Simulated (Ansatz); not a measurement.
System (SMILES): [BH]F (BH-F), doublet.
Atoms: B1, F2, H3. Bonds: B1-F2, B1-H3.

Basis-set convergence of the highest harmonic wavenumber at B3LYP with Ansatz (a quantum-chemistry and plane-wave program). Each level at its own minimum, finite differences of forces, unscaled; the reference is a large set that could be run, not a limit. Cartesian d functions, on some or all atoms, in 6-31G*, 6-31+G*; all else is spherical. The program fits the integrals of some runs and decomposes those of others, by size. Open shells are unrestricted. No added dispersion term, no relativity. Reference: the value in def2-QZVPPD, 2526 cm⁻¹. Deviations are taken from unrounded values.

| basis | functions | highest harmonic wavenumber (cm⁻¹) |
|---|---|---|
| 6-31G* | 32 | 2549 |
| 6-31+G* | 40 | 2564 |
| cc-pVDZ | 33 | 2518 |
| aug-cc-pVDZ | 55 | 2533 |
| def2-SVP | 33 | 2526 |
| def2-SVPD | 51 | 2537 |
| pcseg-1 | 33 | 2555 |
| aug-pcseg-1 | 55 | 2559 |
| 6-311G** | 42 | 2518 |
| 6-311+G** | 50 | 2534 |
| def2-TZVP | 68 | 2529 |
| def2-TZVPD | 86 | 2530 |
| cc-pVTZ | 74 | 2526 |
| aug-cc-pVTZ | 115 | 2530 |
| pcseg-2 | 74 | 2529 |
| aug-pcseg-2 | 115 | 2531 |
| def2-TZVPP | 76 | 2527 |
| def2-TZVPPD | 94 | 2529 |
| def2-QZVPP | 144 | 2524 |
| def2-QZVPPD | 162 | 2526 |

What the diffuse functions change, pair by pair:
- 6-31G* to 6-31+G*: 8 more functions, deviation 23 to 38 cm⁻¹
- cc-pVDZ to aug-cc-pVDZ: 22 more functions, deviation -8 to 7 cm⁻¹
- def2-SVP to def2-SVPD: 18 more functions, deviation 0 to 11 cm⁻¹
- pcseg-1 to aug-pcseg-1: 22 more functions, deviation 29 to 33 cm⁻¹
- 6-311G** to 6-311+G**: 8 more functions, deviation -8 to 8 cm⁻¹
- def2-TZVP to def2-TZVPD: 18 more functions, deviation 3 to 4 cm⁻¹
- cc-pVTZ to aug-cc-pVTZ: 41 more functions, deviation 0 to 5 cm⁻¹
- pcseg-2 to aug-pcseg-2: 41 more functions, deviation 3 to 5 cm⁻¹
- def2-TZVPP to def2-TZVPPD: 18 more functions, deviation 2 to 4 cm⁻¹
- def2-QZVPP to def2-QZVPPD: 18 more functions, deviation -1 to 0 cm⁻¹

Leaving out the reference's own pair, they bring the value nearer the reference by more than 1 cm⁻¹ in 0 of 9 pairs.
